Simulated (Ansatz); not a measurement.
Reaction (substitution at a C–Si bond): `[CH3][AlH][SiH](C)S` + `NCSS` → `CNCSS` + `[CH3][AlH][SiH2]S`

Isolated molecules relaxed with PBE0-D4/def2-TZVP in Ansatz; ΔE leaves out vibrations. CBS: MP2 limit from def2 TZ/QZ plus the TZ coupled-cluster correction, frozen cores. DFT in def2-TZVPP. B3LYP here is the variant with VWN-RPA as its local correlation; programs differ in this. Each species was taken in one conformer, which may not be the lowest.

`[CH3][AlH][SiH](C)S`:

Cartesian coordinates in Å:
```
C -1.616 2.056 0.790
Al -1.178 0.902 -0.725
Si 0.209 -1.111 -0.410
C 1.716 -0.853 0.686
S 0.796 -1.747 -2.384
H -1.129 3.031 0.667
H -2.692 2.254 0.833
H -1.305 1.652 1.756
H -1.721 1.280 -2.173
H -0.604 -2.202 0.215
H 2.379 -0.093 0.268
H 1.408 -0.533 1.685
H 2.284 -1.782 0.788
H 1.454 -2.854 -1.996
```

`NCSS`:

Cartesian coordinates in Å:
```
N -0.241 -0.952 1.038
C -0.639 0.303 0.500
S -0.590 0.498 -1.338
S 1.361 0.077 -1.746
H -0.796 -1.709 0.661
H 0.732 -1.140 0.825
H -0.027 1.100 0.924
H -1.686 0.512 0.738
H 1.886 1.311 -1.604
```

`CNCSS`:

```xyz
12

C     0.221    0.325    1.641
N    -0.586    0.596    0.471
C     0.123    0.729   -0.745
S     1.099   -0.744   -1.334
S    -0.349   -2.174   -1.411
H     0.908    1.159    1.808
H     0.819   -0.593    1.562
H    -0.426    0.248    2.516
H    -1.327   -0.086    0.370
H    -0.562    0.993   -1.552
H     0.889    1.507   -0.663
H    -0.808   -1.959   -2.662
```

`[CH3][AlH][SiH2]S`:

Z-matrix (Å, degrees):
```
C
Al 1 1.952
H 1 1.092 2 113.7
H 1 1.095 2 110.5 3 121.7
H 1 1.096 2 110.1 3 -121.2
Si 2 2.462 1 120.8 3 2.6
H 2 1.591 1 120.1 3 -177.6
S 6 2.150 2 107.5 1 179.7
H 6 1.494 2 112.0 1 -59.4
H 6 1.494 2 112.0 1 58.9
H 8 1.344 6 96.5 2 -180.0
```

(1) Is it downhill or uphill in electronic energy at CCSD(T)/CBS, and by how much? (Estimate.)

(2) What do these levels give: r2SCAN-D4, B3LYP-D4, B2PLYP, PBE0, CCSD(T)/def2-TZVPP, MP2/def2-QZVPP? (An estimate is asked.)

Largest T1 diagnostic among the species: 0.012.

## Answers

(1) The calculation gave: Uphill: ΔE = +66.5 kJ/mol.

(2) Ansatz gave: r2SCAN-D4 66.9, B3LYP-D4 63.0, B2PLYP 64.5, PBE0 65.5, CCSD(T)/def2-TZVPP 63.9, MP2/def2-QZVPP 69.2 kJ/mol.

In def2-TZVPP, CCSD(T) changes the Hartree–Fock value by +4.1 kJ/mol (the triples alone add +0.2 kJ/mol) and MP2 by +7.8 kJ/mol.
